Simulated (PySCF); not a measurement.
C₆H₁₄OSi.
Numbering: `[CH3:1][O:2][CH2:3][C@H:4]1[CH2:5][CH2:6][SiH2:7][CH2:8]1` (hydrogens: H9, H10, H11 on C1; H12, H13 on C3; H14 on C4; H15, H16 on C5; H17, H18 on C6; H19, H20 on Si7; H21, H22 on C8)

The same species was optimised twice, with GFN2-xTB and with PBE0-D3(BJ)/def2-SVP (PySCF), and the same property calculations (PySCF, gas phase) were run on both structures.

```json
{"coordinate": "O2–C3 (Å)", "GFN2-xTB": "1.410", "PBE0-D3(BJ)/def2-SVP": "1.398", "change": "-0.012"}
{"coordinate": "C3–C4 (Å)", "GFN2-xTB": "1.526", "PBE0-D3(BJ)/def2-SVP": "1.514", "change": "-0.012"}
{"coordinate": "C1–O2 (Å)", "GFN2-xTB": "1.401", "PBE0-D3(BJ)/def2-SVP": "1.391", "change": "-0.010"}
{"coordinate": "C4–C8 (Å)", "GFN2-xTB": "1.532", "PBE0-D3(BJ)/def2-SVP": "1.539", "change": "+0.007"}
{"coordinate": "C6–Si7 (Å)", "GFN2-xTB": "1.905", "PBE0-D3(BJ)/def2-SVP": "1.899", "change": "-0.006"}
{"coordinate": "Si7–C8 (Å)", "GFN2-xTB": "1.907", "PBE0-D3(BJ)/def2-SVP": "1.901", "change": "-0.006"}
{"coordinate": "C5–C6 (Å)", "GFN2-xTB": "1.530", "PBE0-D3(BJ)/def2-SVP": "1.535", "change": "+0.005"}
{"coordinate": "C4–C5 (Å)", "GFN2-xTB": "1.529", "PBE0-D3(BJ)/def2-SVP": "1.534", "change": "+0.005"}
{"coordinate": "C6–Si7–C8 (°)", "GFN2-xTB": "93.5", "PBE0-D3(BJ)/def2-SVP": "95.4", "change": "+1.9"}
{"coordinate": "C5–C6–Si7 (°)", "GFN2-xTB": "104.2", "PBE0-D3(BJ)/def2-SVP": "103.1", "change": "-1.1"}
{"coordinate": "C3–C4–C5 (°)", "GFN2-xTB": "111.9", "PBE0-D3(BJ)/def2-SVP": "113.0", "change": "+1.1"}
{"coordinate": "C4–C8–Si7 (°)", "GFN2-xTB": "104.6", "PBE0-D3(BJ)/def2-SVP": "103.6", "change": "-1.0"}
{"coordinate": "C4–C5–C6 (°)", "GFN2-xTB": "108.1", "PBE0-D3(BJ)/def2-SVP": "108.9", "change": "+0.8"}
{"coordinate": "C5–C4–C8 (°)", "GFN2-xTB": "107.7", "PBE0-D3(BJ)/def2-SVP": "108.3", "change": "+0.6"}
{"coordinate": "O2–C3–C4 (°)", "GFN2-xTB": "109.0", "PBE0-D3(BJ)/def2-SVP": "109.6", "change": "+0.6"}
{"coordinate": "C1–O2–C3 (°)", "GFN2-xTB": "113.2", "PBE0-D3(BJ)/def2-SVP": "113.5", "change": "+0.3"}
{"coordinate": "C1–O2–C3–C4 (°)", "GFN2-xTB": "-178", "PBE0-D3(BJ)/def2-SVP": "-178", "change": "0"}
{"coordinate": "O2–C3–C4–C5 (°)", "GFN2-xTB": "66", "PBE0-D3(BJ)/def2-SVP": "60", "change": "-6"}
```

Rotational constants: A = 4606, B = 790.1, C = 708.0 MHz (GFN2-xTB) against A = 4549, B = 797.8, C = 711.7 MHz (PBE0-D3(BJ)/def2-SVP). Point groups within 0.08 Å: C1 and C1.

On the GFN2-xTB structure: HOMO (eV) -7.31 [PBE0/pcSseg-1]; LUMO (eV) 1.03 [PBE0/pcSseg-1]; dipole (D) 1.22 [PBE0/pcSseg-1]; GIAO shielding of C1 (ppm) 125.5 [PBE0/pcSseg-1]; GIAO shielding of O2 (ppm) 304.3 [PBE0/pcSseg-1]; GIAO shielding of C3 (ppm) 102.1 [PBE0/pcSseg-1]; GIAO shielding of C4 (ppm) 140.5 [PBE0/pcSseg-1]; GIAO shielding of C5 (ppm) 150.3 [PBE0/pcSseg-1]; GIAO shielding of C6 (ppm) 176.8 [PBE0/pcSseg-1]; GIAO shielding of Si7 (ppm) 381.9 [PBE0/pcSseg-1]; GIAO shielding of C8 (ppm) 174.4 [PBE0/pcSseg-1].

Question: What do these properties become on the PBE0-D3(BJ)/def2-SVP structure?

Answer: 
```tsv
property	level	on GFN2-xTB	on PBE0-D3(BJ)/def2-SVP	change
HOMO (eV)	PBE0/pcSseg-1	-7.31	-7.36	-0.05
LUMO (eV)	PBE0/pcSseg-1	1.03	1.08	+0.05
dipole (D)	PBE0/pcSseg-1	1.22	1.29	+0.07
energy, GFN2-xTB geometry as zero (kcal/mol)	PBE0/pcSseg-1	0.0	-0.9	-0.9
GIAO shielding of C1 (ppm)	PBE0/pcSseg-1	125.5	125.0	-0.5
GIAO shielding of O2 (ppm)	PBE0/pcSseg-1	304.3	305.8	+1.5
GIAO shielding of C3 (ppm)	PBE0/pcSseg-1	102.1	103.0	+0.9
GIAO shielding of C4 (ppm)	PBE0/pcSseg-1	140.5	140.4	-0.1
GIAO shielding of C5 (ppm)	PBE0/pcSseg-1	150.3	150.0	-0.3
GIAO shielding of C6 (ppm)	PBE0/pcSseg-1	176.8	175.8	-1.0
GIAO shielding of Si7 (ppm)	PBE0/pcSseg-1	381.9	377.6	-4.3
GIAO shielding of C8 (ppm)	PBE0/pcSseg-1	174.4	173.2	-1.2
```

The heavy atoms differ by 0.030 Å rms after alignment. Among bonds between heavy atoms O2–C3 and C3–C4 change most and about equally (-0.012 Å). Changes are differences of the printed values. Neither structure is proved a minimum here.
